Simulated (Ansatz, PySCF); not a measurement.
Potential energy curve for SMILES CI. The C1–I5 bond (C1 also carries H, H, H; I5 carries nothing else) is varied alone, starting from the PBE0/def2-TZVP, def2 effective core potentials past Kr optimised geometry.

Computed with: UKS-PBE = unrestricted PBE/def2-SVP, def2 effective core potentials past Kr in Ansatz (a quantum-chemistry and plane-wave program); UKS-LDA (SVWN5) = unrestricted LDA (SVWN5)/def2-SVP, def2 effective core potentials past Kr run with PySCF; RHF/def2-SVP, def2 effective core potentials past Kr (PySCF).

Energies are in eV, each relative to the lowest point of its own curve near equilibrium.

```tsv
R / Å	UKS-PBE	UKS-LDA (SVWN5)	RHF
1.59	5.922	5.554	6.161
1.72	2.801	2.549	2.884
1.79	1.761	1.562	1.795
1.91	0.667	0.546	0.656
2.01	0.210	0.144	0.190
2.04	0.130	0.080	0.112
2.13	0.008	0.000	0.000
2.18	0.000	0.014	0.002
2.24	0.033	0.072	0.051
2.32	0.132	0.200	0.174
2.48	0.446	0.569	0.550
2.66	0.884	1.059	1.072
2.84	1.335	1.554	1.622
3.16	2.059	2.340	2.551
3.53	2.593	3.029	3.467
3.87	2.822	3.369	4.148
4.26	2.957	3.561	4.762
4.71	3.035	3.669	5.288
5.20	3.076	3.723	5.687
5.80	3.098	3.751	6.003
6.34	3.106	3.761	6.187
7.48	3.110	3.767	6.430
```

At the longest distance, 7.48 Å, RHF lies highest above its minimum (6.430 eV) and UKS-PBE lowest (3.110 eV).

The unrestricted determinant behind UKS-PBE is spin-contaminated at 3.53 to 7.48 Å (<S²> up to 1.0, against 0.00 for a pure singlet). The unrestricted determinant behind UKS-LDA (SVWN5) is spin-contaminated at 3.53 to 7.48 Å (<S²> up to 0.9, against 0.00 for a pure singlet). The restricted form behind RHF keeps the bonding electrons paired and can't separate into open-shell fragments.
